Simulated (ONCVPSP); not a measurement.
**Transferability test, ONCV potential for bismuth (Bi)**

Bi, optimised norm-conserving Vanderbilt (ONCV), made with ONCVPSP 4.0.1 (LDA (Perdew-Zunger), fully relativistic). Core [Kr] 4d10 4f14, reference 5s2 5p6 5d10 6s2 6p3. Waves: 5s+6s: rc 1.25 bohr, ncon 4, nbas 8, qcut 7.5 1/bohr, 2 projectors; 5p+6p: rc 1.25 bohr, ncon 4, nbas 9, qcut 10.5 1/bohr, 2 projectors; 5d: rc 1.85 bohr, ncon 5, nbas 10, qcut 6.6 1/bohr, 2 projectors, debl 2.2 Ha; f scattering state at 0.32 Ha: rc 1.50 bohr, ncon 4, nbas 7, qcut 8.3 1/bohr, 2 projectors, debl 2.7 Ha. Local part: polynomial inside 1.00 bohr (lpopt 5, dvloc0 0 Ha). Core correction: polynomial model core, fcfact 0.4.

Open shells are filled in proportion to 2j + 1.

Energies are relative to the spin-unpolarised reference configuration 5s2 5p6 5d10 6s2 6p3; without spin polarisation the order of configurations can differ from experiment.

```json
{"valence configuration": "5s2 5p6 5d10 6s2 6p2", "charge": "+1", "ΔE all-electron (eV)": "8.305", "error AE − PS (meV)": "+0.6"}
{"valence configuration": "5s2 5p6 5d10 6s2 6p0", "charge": "+3", "ΔE all-electron (eV)": "47.985", "error AE − PS (meV)": "+1.7"}
{"valence configuration": "5s2 5p6 5d10 6s2 6p2.5", "charge": "+0.5", "ΔE all-electron (eV)": "3.281", "error AE − PS (meV)": "+0.3"}
```

(1) What are ΔE and the potential's error for 5s2 5p6 5d10 6s2 6p1?

Answers

(1) ΔE = 24.051 eV all-electron; the error (AE − PS) is +1.3 meV.
